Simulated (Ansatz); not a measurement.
Consider the ligand exchange at the Si–F bond: `CC[SiH](F)[SiH3]` + HCl → `CC[SiH]([SiH3])Cl` + H–F.

Isolated molecules relaxed with PBE0-D4/def2-TZVP in Ansatz; ΔE leaves out vibrations. CCSD(T)/CBS is the MP2 limit (def2-TZVPP, def2-QZVPP) plus CCSD(T) − MP2 in def2-TZVPP, frozen cores. This one scheme is used for every species. Functionals use def2-TZVPP. B3LYP here is the variant with VWN-RPA as its local correlation; programs differ in this. Each species was taken in one conformer, which may not be the lowest.

`CC[SiH](F)[SiH3]`:

Z-matrix (Å, degrees):
```
C
C 1 1.527
H 1 1.092 2 111.3
H 1 1.093 2 111.4 3 -120.1
H 1 1.093 2 111.3 3 119.8
Si 2 1.866 1 113.7 3 -60.0
H 2 1.096 1 110.6 3 62.3
H 2 1.097 1 110.7 3 179.4
Si 6 2.346 2 112.6 1 178.9
F 6 1.612 2 108.7 1 58.6
H 6 1.491 2 109.8 1 -57.5
H 9 1.488 6 110.7 2 -58.1
H 9 1.487 6 111.3 2 -179.3
H 9 1.490 6 109.0 2 61.0
```

HCl:

```xyz
2

Cl   -0.151   -0.294   -0.547
H     0.151    0.294    0.547
```

`CC[SiH]([SiH3])Cl`:

Z-matrix (Å, degrees):
```
C
C 1 1.525
H 1 1.093 2 111.2
H 1 1.093 2 111.4 3 120.1
H 1 1.092 2 111.2 3 -120.1
Si 2 1.871 1 114.1 3 -179.8
H 2 1.095 1 110.7 3 58.0
H 2 1.097 1 110.7 3 -59.4
Cl 6 2.074 2 109.0 1 -58.7
Si 6 2.340 2 113.0 1 -177.8
H 6 1.489 2 110.0 1 57.4
H 10 1.490 6 110.1 2 -60.6
H 10 1.486 6 110.4 2 179.0
H 10 1.488 6 109.5 2 58.8
```

H–F:

```xyz
2

F     0.199   -0.380    0.167
H    -0.199    0.380   -0.167
```

```json
{"level": "r2SCAN-D4", "ΔE (kJ/mol)": "29.8", "difference from CCSD(T)/CBS": "4.8"}
{"level": "ωB97X-V", "ΔE (kJ/mol)": "30.8", "difference from CCSD(T)/CBS": "5.8"}
{"level": "ωB97M-V", "ΔE (kJ/mol)": "29.0", "difference from CCSD(T)/CBS": "4.0"}
{"level": "PBE", "ΔE (kJ/mol)": "26.8", "difference from CCSD(T)/CBS": "1.8"}
{"level": "B3LYP", "ΔE (kJ/mol)": "39.2", "difference from CCSD(T)/CBS": "14.2"}
{"level": "HF/def2-TZVPP", "ΔE (kJ/mol)": "43.1", "difference from CCSD(T)/CBS": "18.1"}
{"level": "MP2/def2-TZVPP", "ΔE (kJ/mol)": "22.0", "difference from CCSD(T)/CBS": "-3.0"}
{"level": "SCS-MP2/def2-TZVPP", "ΔE (kJ/mol)": "29.5", "difference from CCSD(T)/CBS": "4.5"}
{"level": "CCSD/def2-TZVPP", "ΔE (kJ/mol)": "32.4", "difference from CCSD(T)/CBS": "7.4"}
{"level": "HF/def2-QZVPP", "ΔE (kJ/mol)": "44.8", "difference from CCSD(T)/CBS": "19.8"}
{"level": "CCSD(T)/CBS", "ΔE (kJ/mol)": "25.0", "difference from CCSD(T)/CBS": "0"}
```

Largest T1 diagnostic among the species: 0.011.

The D4 term adds −8.5 kJ/mol with B3LYP and −4.7 kJ/mol with PBE0; it sums over pairs of atoms, weighted by their polarisabilities, and B3LYP, whose exchange is more repulsive, gets the larger term. In def2-TZVPP, CCSD(T) changes the Hartree–Fock value by −13.7 kJ/mol (the triples alone add −3.0 kJ/mol) and MP2 by −21.0 kJ/mol.
